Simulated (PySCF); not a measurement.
Computed Raman spectrum (relative Raman activity) of a molecule C4H5NO. The structure is a stationary point at TPSSh-D3(BJ)/def2-SVP. One conformer was computed; it need not be the lowest. Level of theory: TPSSh-D3(BJ)/def2-SVP (PySCF). No scaling factor is applied to the harmonic values.

| ν (cm⁻¹) | relative intensity |
|---|---|
| 876 | 2.5 |
| 1021 | 4.3 |
| 1105 | 3.9 |
| 1112 | 2.4 |
| 1177 | 4.5 |
| 1231 | 2.4 |
| 1336 | 2.8 |
| 1385 | 4.0 |
| 1531 | 10.0 |
| 2352 | 39 |
| 3026 | 4.2 |
| 3035 | 100 |
| 3091 | 24 |
| 3101 | 67 |
| 3108 | 31 |

Q: Identify the compound among the candidates.
A) O=C1C=NCC1
B) N#CC1COC1
C) C1=CN=COC1
D) C[C@H](C#N)C=O

A: B, N#CC1COC1
